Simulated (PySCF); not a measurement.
# Atomic charges against the basis set

C2H10BN.
SMILES with atom numbers: `[CH3:1][BH2-:2][NH2+:3][CH3:4]` (hydrogens: H5, H6, H7 on C1; H8, H9 on B2; H10, H11 on N3; H12, H13, H14 on C4)

PBE0 throughout (PySCF), one geometry, spherical d and f functions. Isolated species at its PBE0-D3(BJ)/def2-SVP geometry (one conformer only). Atoms taken as equivalent share a column and are averaged. The first 7 of 8 kinds of atom are listed.

Mulliken charges (e):

| basis | functions | C1 | B2 | N3 | C4 | H5/H6/H7 | H8/H9 | H10/H11 |
| --- | --- | --- | --- | --- | --- | --- | --- | --- |
| STO-3G | 30 | -0.326 | +0.059 | -0.325 | -0.148 | +0.040 | -0.117 | +0.255 |
| 6-31G | 56 | -0.651 | +0.220 | -0.753 | -0.343 | +0.127 | -0.101 | +0.366 |
| pcSseg-0 | 56 | -0.961 | +0.155 | -0.819 | -0.445 | +0.194 | -0.013 | +0.365 |
| 6-31G* | 76 | -0.651 | +0.094 | -0.686 | -0.393 | +0.139 | -0.086 | +0.381 |
| cc-pVDZ | 106 | -0.151 | -0.173 | -0.002 | -0.018 | +0.014 | -0.089 | +0.128 |
| def2-SVP | 106 | -0.180 | -0.143 | -0.112 | +0.017 | +0.019 | -0.086 | +0.158 |
| 6-311+G(2d,p) | 168 | -0.615 | +0.039 | -0.443 | -0.360 | +0.127 | -0.059 | +0.305 |
| aug-cc-pVDZ | 182 | +0.590 | -1.214 | -0.146 | +0.843 | -0.289 | +0.617 | +0.040 |
| def2-TZVP | 184 | -0.463 | -0.217 | -0.224 | -0.296 | +0.104 | -0.043 | +0.257 |
| IGLO-III | 240 | -0.492 | +0.077 | -0.404 | -0.287 | +0.089 | -0.099 | +0.300 |
| cc-pVTZ | 260 | -0.413 | -0.212 | +0.059 | -0.218 | +0.079 | -0.045 | +0.137 |

IAO charges (e):

| basis | functions | C1 | B2 | N3 | C4 | H5/H6/H7 | H8/H9 | H10/H11 |
| --- | --- | --- | --- | --- | --- | --- | --- | --- |
| STO-3G | 30 | -0.515 | -0.166 | -0.241 | -0.302 | +0.108 | -0.047 | +0.261 |
| 6-31G | 56 | -0.557 | -0.194 | -0.285 | -0.336 | +0.125 | -0.043 | +0.289 |
| pcSseg-0 | 56 | -0.548 | -0.209 | -0.279 | -0.316 | +0.123 | -0.042 | +0.286 |
| 6-31G* | 76 | -0.540 | -0.184 | -0.275 | -0.310 | +0.119 | -0.048 | +0.282 |
| cc-pVDZ | 106 | -0.539 | -0.203 | -0.269 | -0.308 | +0.119 | -0.043 | +0.283 |
| def2-SVP | 106 | -0.529 | -0.200 | -0.262 | -0.298 | +0.117 | -0.046 | +0.281 |
| 6-311+G(2d,p) | 168 | -0.561 | -0.201 | -0.283 | -0.320 | +0.126 | -0.042 | +0.289 |
| aug-cc-pVDZ | 182 | -0.557 | -0.203 | -0.278 | -0.318 | +0.125 | -0.042 | +0.288 |
| def2-TZVP | 184 | -0.561 | -0.200 | -0.283 | -0.319 | +0.126 | -0.042 | +0.289 |
| IGLO-III | 240 | -0.562 | -0.200 | -0.284 | -0.321 | +0.126 | -0.042 | +0.290 |
| cc-pVTZ | 260 | -0.561 | -0.201 | -0.283 | -0.320 | +0.126 | -0.042 | +0.289 |

Some averages cover members that differ in this geometry, most widely: H5/H6/H7, Mulliken in aug-cc-pVDZ -0.356 to -0.255; H5/H6/H7, Mulliken in 6-31G +0.111 to +0.160; H5/H6/H7, Mulliken in 6-31G* +0.123 to +0.171; H5/H6/H7, Mulliken in IGLO-III +0.074 to +0.118 e.

Problem. Which scheme is steadiest as the basis changes?

Solution. Largest range over the bases for any column: IAO 0.05 e, Mulliken 1.55 e. IAO charges move least and Mulliken charges most, counted in e. Without the minimal STO-3G basis the ranges are IAO 0.04, Mulliken 1.55 e.

Problem. How much do the charges still move between the two largest bases, IGLO-III and cc-pVTZ?

Solution. At most, over all atoms: Mulliken 0.463 e, IAO 0.001 e.

Problem. What do the same runs give for the total energy, the frontier levels and the dipole moment?

Solution. 
| basis | energy (Eh) | HOMO (eV) | LUMO (eV) | μ (D) |
| --- | --- | --- | --- | --- |
| STO-3G | -159.6811 | -5.20 | 7.99 | 5.74 |
| 6-31G | -161.5894 | -7.00 | 1.45 | 5.30 |
| pcSseg-0 | -161.2713 | -7.22 | 1.06 | 5.53 |
| 6-31G* | -161.6262 | -7.05 | 1.53 | 5.17 |
| cc-pVDZ | -161.6400 | -7.16 | 0.92 | 5.15 |
| def2-SVP | -161.5188 | -7.17 | 0.89 | 5.22 |
| 6-311+G(2d,p) | -161.6836 | -7.33 | -0.39 | 5.03 |
| aug-cc-pVDZ | -161.6514 | -7.31 | -0.56 | 4.97 |
| def2-TZVP | -161.6941 | -7.32 | 0.30 | 5.04 |
| IGLO-III | -161.7022 | -7.34 | -0.02 | 4.99 |
| cc-pVTZ | -161.6935 | -7.32 | 0.36 | 5.02 |

The dipole is fixed by the density alone, so its range of 0.77 D shows that the density itself changes with the basis, not only its division among atoms.
